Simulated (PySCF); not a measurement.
PySCF 2.14 output of an unrestricted LDA calculation on a single atom or ion in x2c-QZVPPall with one added diffuse shell each of s, p, d, f, g type (14s9p8d5f3g, 143 functions), with scalar relativity by spin-free X2C-1e:

```
SCF conv_tol = 1e-09
number electrons alpha = 24  beta = 22
    P. A. M. Dirac.,  Math. Proc. Cambridge Philos. Soc. 26, 376 (1930)
    F. Bloch.,  Z. Phys. 57, 545 (1929)
    S. H. Vosko, L. Wilk, and M. Nusair.,  Can. J. Phys. 58, 1200 (1980)
cycle= 1 E= -5309.28476216563  delta_E= -0.0421  |g|= 0.11  |ddm|= 0.27
cycle= 2 E= -5309.28421374725  delta_E= 0.000548  |g|= 0.11  |ddm|= 0.0646
cycle= 3 E= -5309.28576518767  delta_E= -0.00155  |g|= 0.0202  |ddm|= 0.0448
cycle= 4 E= -5309.28583154983  delta_E= -6.64e-05  |g|= 0.00101  |ddm|= 0.00851
cycle= 5 E= -5309.28583171326  delta_E= -1.63e-07  |g|= 0.000328  |ddm|= 0.000999
cycle= 6 E= -5309.28581173386  delta_E= 2e-05  |g|= 0.00662  |ddm|= 0.0186
cycle= 7 E= -5309.28583176126  delta_E= -2e-05  |g|= 2.08e-05  |ddm|= 0.0178
cycle= 8 E= -5309.28583176139  delta_E= -1.24e-10  |g|= 5.02e-06  |ddm|= 4.6e-05
converged SCF energy = -5309.28583176139  <S^2> = 2.0002788  2S+1 = 3.0001858
```

The run itself started from symmetry-adapted Hartree-Fock orbitals and held the occupation by maximum overlap, on a logarithmic radial grid, so the iterations belong to that start.

Q: Which element, charge and spin multiplicity is this?

A: Ag⁺ (silver, charge +1), multiplicity 3; the state was [Kr] 4d9 5p1, one real determinant (an excited configuration).

⟨L²⟩ = 8.01 against 12 for a pure F term, so this real determinant mixes terms.
